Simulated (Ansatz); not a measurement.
Consider the formal hydrolysis of the Si–Cl bond: `CC[Si]Cl` + H₂O → `CC[Si]O` + HCl.

Computed with Ansatz on PBE0-D4/def2-TZVP structures; ΔE is electronic, products minus reactants. CCSD(T)/CBS adds triple-zeta CCSD(T) − MP2 to the extrapolated MP2 energy (def2 sets, frozen cores). This one scheme is used for every species. DFT in def2-TZVPP. B3LYP here is the variant with VWN-RPA as its local correlation; programs differ in this. HSE06 is defined as in plane-wave codes. One conformer a species, not always the lowest.

| level | ΔE (kJ/mol) | difference from CCSD(T)/CBS |
| --- | --- | --- |
| BLYP-D4 | -0.1 | -2.9 |
| r2SCAN-D4 | 0.7 | -2.1 |
| B3LYP-D4 | 0.5 | -2.3 |
| HSE06-D4 | 6.5 | 3.7 |
| ωB97X-V | -2.5 | -5.3 |
| r2SCANh | 1.2 | -1.6 |
| MP2/def2-SVP | -3.7 | -6.5 |
| MP2/def2-TZVPP | 0.1 | -2.7 |
| SCS-MP2/def2-TZVPP | -3.1 | -5.9 |
| CCSD/CBS(def2) | 2.0 | -0.8 |
| CCSD(T)/CBS | 2.8 | 0 |

Problem. What do rigid-rotor, harmonic-oscillator terms from PBE0-D4/def2-TZVP frequencies (298.15 K, 1 bar) make of the CCSD(T)/CBS value? (An estimate is asked.)

Solution. The calculation gave: ΔZPE = -4.4 kJ/mol, ΔH = -3.2 kJ/mol, ΔS = -21 J/(mol·K), ΔG = +3.0 kJ/mol. Modes under 50 cm⁻¹ make the entropy rough.

Largest T1 diagnostic among the species: 0.013.

Leaving LDA and LC-ωPBE aside and taking each functional with its dispersion term where it has one, the values, not all of them listed here, spread over 12.7 kJ/mol, from CAM-B3LYP-D4 to HSE06-D4. LDA lies −6.7 kJ/mol from PBE without D4. At CCSD(T), def2-SVP lies −6.6 kJ/mol from the extrapolated value and def2-TZVPP −6.5 kJ/mol.
